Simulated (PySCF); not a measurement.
Identify the compound

The spectra below were simulated for a compound C$_{4}$H$_{12}$Si$_{3}$.

1H NMR (400 MHz, computed): δ 7.94 (q, 1H), 6.56 (m, 1H), 6.51 (m, 1H), 6.28 (m, 1H), 4.79 (d, 2H), 4.29 (s, 3H), 4.24 (d, 3H).

13C{1H} NMR (computed): δ 170.5, 165.4, 144.0, 139.4.

PySCF calculation with PBE0/pcSseg-1 with gauge-including orbitals and GFN2-xTB structure; a single conformation, no relativistic terms, equivalent nuclei averaged, isolated molecule.

Chemical shifts δ = σref − σ; TMS for 1H, 13C, all at this level.

Question: Which candidate is it?
A. C#C[C@@H](C)[SiH]([SiH3])[SiH3]
B. [SiH3]C([SiH3])([SiH3])C1=CC1
C. C[Si@@H]1C=C[SiH2]C[SiH2]1
D. CC#C[SiH2][Si@@H](C)[SiH3]
E. [SiH3]/C=C/[SiH2][SiH]1CC1
F. C=C[SiH2]/C([SiH3])=C\[SiH3]

Answer: F. 

1. Rings plus π bonds: 2 (no ring in the answer).
2. 4 carbon signals for 4 carbons: no two carbons are equivalent.
3. Carbon types of the structure: 1 × C, 2 × CH, 1 × CH2, leaving 8 H on heteroatoms.
4. δC 170.5: fully substituted alkene carbon.
5. δC 165.4, 139.4: alkene CH.
6. δC 144.0: terminal =CH2 carbon; an sp2 carbon of a C=C bond.
7. δH 7.94, 6.56: hydrogen on an alkene CH; attached to an sp2 carbon and in the plane of the double bond.
8. δH 6.51, 6.28: hydrogen on a terminal =CH2 carbon; attached to an sp2 carbon and in the plane of the double bond.

The others: C[Si@@H]1C=C[SiH2]C[SiH2]1 would give 10 signals for carbon-bound and other non-exchanging H, not 7; [SiH3]/C=C/[SiH2][SiH]1CC1 would give 3 carbon signals, not 4; CC#C[SiH2][Si@@H](C)[SiH3] would give 6 signals for carbon-bound and other non-exchanging H, not 7; [SiH3]C([SiH3])([SiH3])C1=CC1 would give 3 signals for carbon-bound and other non-exchanging H, not 7; C#C[C@@H](C)[SiH]([SiH3])[SiH3] would give 6 signals for carbon-bound and other non-exchanging H, not 7.

Shifts are as computed. Against solution values, carbons near 30 ppm lie about +3 ppm off and those near 130 ppm about +5 ppm. Of 1211 compounds with measured shifts, 218 miss one by over three times the rms of a fit or turn the order of signals round; such compounds aren't used in these exercises. Multiplicities follow the n + 1 count of equivalent neighbours, as no J values were calculated; m marks all less simple cases, F and P coupling included.
